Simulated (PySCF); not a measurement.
C₂H₇NO₂Si.
Cartesian coordinates in Å at the PBE0-D3(BJ)/def2-SVP level; atoms count from 1:
```
atom  x, y, z in Å
C1    -2.407   -0.112    1.914
O2    -1.469    0.254    0.943
Si3   -0.053   -0.563    0.643
N4     0.605    0.395   -0.685
C5     1.799    0.011   -1.201
O6     2.402   -0.952   -0.775
H7    -2.807   -1.129    1.746
H8    -1.984   -0.075    2.936
H9    -3.252    0.592    1.874
H10    0.842   -0.536    1.833
H11   -0.328   -1.965    0.220
H12    0.129    1.206   -1.066
H13    2.180    0.641   -2.038
```

The closed-shell ground state was solved at several levels (PySCF, density fitting, gas phase, non-relativistic).

```csv
level,basis functions,HOMO (eV),LUMO (eV),gap (eV),dipole (D)
KT2/pcSseg-1,144,-6.33,-0.79,5.54,3.18
B3LYP/pcSseg-1,144,-7.50,0.03,7.53,3.30
PBE/pcSseg-1,144,-6.13,-0.83,5.30,3.23
B3LYP/6-31G*,102,-7.20,0.40,7.60,3.16
BP86/pcSseg-1,144,-6.25,-0.93,5.32,3.27
LDA/pcSseg-1,144,-6.29,-1.09,5.20,3.31
B97-D/pcSseg-1,144,-6.16,-0.74,5.42,3.25
B3LYP/def2-TZVP,234,-7.55,-0.12,7.43,3.32
```

(1) Estimate the row for B3LYP/cc-pVTZ, a basis of 282 functions; the other rows only guide the guess.

(2) Over all these levels, which gives the widest orbital gap and which the narrowest?

(3) How much does the basis alone move the frontier levels among the 4 B3LYP rows (the withheld one included)?

(4) How far do the dipole and the HOMO energy spread over the levels?

Results:

(1) HOMO -7.48 eV, LUMO -0.03 eV, gap 7.45 eV, dipole 3.28 D.

(2) B3LYP/6-31G* (global hybrid, 20 % exact exchange) has the widest, 7.60 eV, and LDA/pcSseg-1 (LDA) the narrowest, 5.20 eV. Functional and basis both differ between the two, so the spread mixes both effects.

(3) The HOMO by 0.35 eV and the LUMO by 0.52 eV. By rising basis size (HOMO, LUMO in eV): 6-31G* -7.20, 0.40; pcSseg-1 -7.50, 0.03; def2-TZVP -7.55, -0.12; cc-pVTZ -7.48, -0.03.

(4) The dipole runs from 3.16 to 3.32 D (mean 3.25 D) and the HOMO from -7.55 to -6.13 eV.

One conformer stands for the species.
